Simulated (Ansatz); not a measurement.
Ansatz (a program for electronic structure) input (CCSD(T)/aug-cc-pVDZ):

Ansatz 0.2 input:
```yaml
crystal:
  periodic: [false, false, false]
  atoms:
    - {symbol: Se, position_ang: [0.01926114, -0.01724611, 0.40055910]}
    - {symbol: F, position_ang: [0.64744174, 1.14626581, -0.74154371]}
    - {symbol: F, position_ang: [-0.72020603, -1.08111382, -0.77167957]}
basis:
  gaussian:
    orbitals: aug-cc-pVDZ
magnetization: {spin_polarized: false}
correlation: {method: ccsd_t, electrons: outside_noble_gas}
output: {forces: true}
```

End of the output:

```
integrals: 0.08 GiB planned
827 factors; integrals over basis functions are off by at most 7.4e-4 eV
mean field: 0.30 GiB planned
mean field evaluation 1: about -70711.2632 eV, gradient 3.2e1 eV
mean field evaluation 2: about -70711.3007 eV, gradient 3.3e1 eV
mean field evaluation 4: about -70713.2853 eV, gradient 2.4e0 eV
mean field evaluation 8: about -70713.3072 eV, gradient 1.6e-1 eV
mean field evaluation 16: about -70712.4692 eV, gradient 2.2e1 eV
mean field -70713.30744315 eV, -2598.6661173343 hartree, gradient 4.2e-6 eV, S^2 0.000000; 0 other end points of the search recorded, 0 dependent functions left out
16 core orbitals not correlated
reference -70713.30744315 eV, -2598.6661173343 hartree; 10, 10 occupied and 56, 56 virtual orbitals, 827 factors
densities: 0.25 GiB planned
second order -14.73268159 eV of doubles, -0.00000000 eV of singles
coupled cluster: 0.19 GiB planned
cycle   1  -14.50197702 eV  change    2.3e-1 eV  update   1.1e-1
cycle   2  -14.91040489 eV  change   -4.1e-1 eV  update   3.9e-2
cycle   3  -15.02402915 eV  change   -1.1e-1 eV  update   1.9e-2
cycle   4  -15.01653162 eV  change    7.5e-3 eV  update   4.3e-3
cycle   5  -15.01292828 eV  change    3.6e-3 eV  update   2.3e-3
cycle   6  -15.01434327 eV  change   -1.4e-3 eV  update   8.0e-4
cycle   7  -15.01436460 eV  change   -2.1e-5 eV  update   3.5e-4
cycle   8  -15.01416144 eV  change    2.0e-4 eV  update   9.6e-5
cycle   9  -15.01419353 eV  change   -3.2e-5 eV  update   3.9e-5
cycle  10  -15.01420459 eV  change   -1.1e-5 eV  update   1.3e-5
cycle  11  -15.01419851 eV  change    6.1e-6 eV  update   5.0e-6
cycle  12  -15.01420268 eV  change   -4.2e-6 eV  update   2.0e-6
perturbative correction -0.44919143 eV, -0.0165074804 hartree
the calculation of the forces begins
Total energy: -70728.77083725 eV, -2599.2343865862 hartree
Atom 0 at     0.019261    -0.017246     0.400559 Å, force     0.045724    -0.040940     0.950878 eV/Å
Atom 1 at     0.647442     1.146266    -0.741544 Å, force     0.228882     0.430464    -0.469892 eV/Å
Atom 2 at    -0.720206    -1.081114    -0.771680 Å, force    -0.274605    -0.389524    -0.480986 eV/Å
Dipole moment:     0.020252    -0.018133     0.421156 e Å
```
